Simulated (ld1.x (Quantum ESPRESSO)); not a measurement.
## lanthanum: one change to a TM potential, before and after

lanthanum (La), norm-conserving Troullier–Martins (Kleinman–Bylander form), made with ld1.x (Quantum ESPRESSO) 7.5 (PBEsol, scalar-relativistic). Core [Kr] 4d10, reference 4f0 5s2 5p6 5d1 6s0 6p0 (charge +2). Waves: 5s (bound): rc 1.75 bohr; 5p (bound): rc 2.30 bohr; 5d (bound): rc 3.90 bohr; 4f (bound, empty): rc 1.55 bohr. Local part: all-electron potential smoothed inside 3.45 bohr (lloc = -1). Core correction: Bessel-smoothed model core inside 1.45 bohr.

All-electron outer shells of the reference configuration (PBEsol, scalar-relativistic, ld1.x):

```tsv
shell	level (eV)	outermost node (bohr)	outermost maximum (bohr)
4p	-212.49	0.34	0.63
4d	-116.49	0.32	0.68
5s	-51.55	0.77	1.41
5p	-34.92	0.83	1.58
4f	-17.01	–	0.75
5d	-14.66	0.95	2.13
6s	-13.39	1.83	3.43
6p	-9.78	2.13	4.13
```

Change: all radii but the core radius scaled by about 0.85 (s 1.48, p 1.94, d 3.30, f 1.32 bohr); local potential all-electron potential smoothed inside 2.92 bohr (lloc = -1).

Cutoffs: the cutoffs (Ry, on a coarse ladder) from which the occupation-weighted sum of valence levels, in a spherical-Bessel basis at the reference potential, stays within 10 and 1 mRy of its value at 400 Ry; they do not see the model core or the augmentation charge, which bear on the density cutoff. Errors are all-electron minus pseudo energies relative to the spin-unpolarised reference configuration.

**Question.** What does the change do?

**Answer.** The potential gets harder (40 Ry and 80 Ry → 50 Ry and 90 Ry); a bound ghost appears in s, which as a rule spoils a file; the f channel binds one level more than in the base; the number of tests that count goes from 7 to 2. A smaller radius makes the pseudo-wave follow the all-electron one further in, where it bends more sharply, so more plane waves are needed.

| quantity | base | changed |
| --- | --- | --- |
| cutoff, loose | 40 Ry | 50 Ry |
| cutoff, tight | 80 Ry | 90 Ry |
| loose cutoff by channel (10 mRy a level) | s 40 Ry, p 15 Ry, d 10 Ry | s 40 Ry, p 21 Ry, d 10 Ry |
| bound ghosts | none | s |
| tests counted (converged, no solver errors) | 7 of 7 | 2 of 7 |
| error for 4f0 5s2 5p6 5d0 6s0 6p0, meV [ΔE 18.91 eV] | +13 | +1.0 |
| error for 4f1 5s2 5p6 5d1 6s0 6p0, meV [ΔE -9.95 eV] | -158 | -559 |

Base: The cutoffs count occupied waves only; the empty 4f level needs 140 Ry at the loose tolerance. These tests converged, but a pseudo level misses the all-electron one widely, so the file describes the atom poorly there or has found another state: 4f0 5s2 5p6 5d1 6s2 6p0: empty 4f by 2.1 eV (a node warning on the way); 4f0 5s2 5p6 5d0 6s0 6p0: empty 6s by 3.1 eV. Changed file: The cutoffs count occupied waves only; the empty 4f level needs 160 Ry at the loose tolerance. Tests not counted: 4f0 5s2 5p6 5d1 6s2 6p0 (solver errors, printed error -24.2 eV); 4f0 5s2 5p6 5d1 6s1 6p0 (solver errors, printed error -2.5 eV); 4f1 5s2 5p6 5d0 6s1 6p0 (solver errors, printed error -15.6 eV); 4f0 5s2 5p6 5d1.5 6s1.5 6p0 (solver errors, printed error -5.0 eV); 4f0 5s2 5p6 5d2 6s1 6p0 (solver errors, printed error -2.1 eV). A true bound ghost makes a file unfit for plane-wave use even where its test errors are small: the radial tests pick states by their node count and pass the ghost by. Where a test does run into it, the solver fails or the error is huge.
